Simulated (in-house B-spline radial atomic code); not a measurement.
# Ionising As II (As+) with different functionals

Computed with an all-electron radial atomic-structure program (B-spline basis): four-component Dirac-Coulomb Hamiltonian, Fermi nucleus of rms radius 4.0968 fm, spin-restricted, spherical fractional occupations for the functionals, and exact exchange of hybrids averaged over the configuration. The ionisation energy is the difference of two self-consistent energies, [Ar] 3d10 4s2 4p2 → [Ar] 3d10 4s2 4p1, without Breit or QED terms; ε is the level of the shell that loses the electron (mean over j). The electron is taken from both j subshells in proportion to 2j + 1, so the result is a j average, not the step between ground levels.

```csv
method,rung,ΔSCF (eV),-ε(4p) (eV)
PBE0,global hybrid,17.99,14.66
BHandHLYP,global hybrid,17.97,15.85
CAM-B3LYP,range-separated hybrid,18.12,16.11
LC-wPBE,range-separated hybrid,18.12,17.50
```

(1) Among the functionals, which spreads more, the ΔSCF values or the orbital energies?

(2) How do they compare with the NIST value?

Answers

(1) The orbital energies: ΔSCF values span about 0.15 eV and the orbital energies 2.85 eV; here energy differences depend much less on the functional than eigenvalues do.

(2) NIST lists 18.589 eV ± 0.001 (measured, ground level to ground level). Errors run from -0.61 to -0.47 eV; LC-wPBE is closest (-0.47 eV), but part of that can be cancellation, since the calculations leave out Breit-QED terms, spin polarisation, the choice among j levels, multiplet and fine-structure energies.
